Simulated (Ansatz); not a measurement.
A series at Ta: from `[OH][Ta]([Cl])([Cl])([Cl])[Cl]`, ligands are replaced one by one, each step taking up H₂O and setting free HCl; n counts the steps. Ansatz, PBE0-D4/def2-TZVP geometries. Each molecule was computed in one conformer, which needn't be the lowest.

```json
{"n": "0", "molecule": "`[OH][Ta]([Cl])([Cl])([Cl])[Cl]`", "zero-point energy, PBE0-D4/def2-TZVP (kJ/mol)": "46.6"}
{"n": "1", "molecule": "`[OH][Ta]([OH])([Cl])([Cl])[Cl]`", "zero-point energy, PBE0-D4/def2-TZVP (kJ/mol)": "79.0"}
{"n": "2", "molecule": "`[OH][Ta]([OH])([OH])([Cl])[Cl]`", "zero-point energy, PBE0-D4/def2-TZVP (kJ/mol)": "110.7"}
{"n": "3", "molecule": "`[OH][Ta]([OH])([OH])([OH])[Cl]`", "zero-point energy, PBE0-D4/def2-TZVP (kJ/mol)": "?"}
{"n": "4", "molecule": "`[OH][Ta]([OH])([OH])([OH])[OH]`", "zero-point energy, PBE0-D4/def2-TZVP (kJ/mol)": "172.8"}
```

Task: By hand: fit a straight line y = ȳ + b (n − n̄) to the 4 given rows and predict n = 3.

Result: n̄ = 1.750, ȳ = 102.28; Σ(n − n̄)(y − ȳ) = 275.68, Σ(n − n̄)² = 8.750, so b = 31.51 kJ/mol a step. Prediction: 102.28 + (31.51) × (1.250) = 141.7 kJ/mol.

Task: By hand: compare with the computed value, 141.4 kJ/mol, and give the steps along the whole series.

Result: The line misses by -0.3 kJ/mol (computed minus predicted). Steps: 32.4, 31.7, 30.7, 31.4 kJ/mol.

The steps differ by at most 1.7 kJ/mol, 5 % of a mean step, so the ligands' effects nearly add and a line is close. The miss is 0.2 % of the series' range.
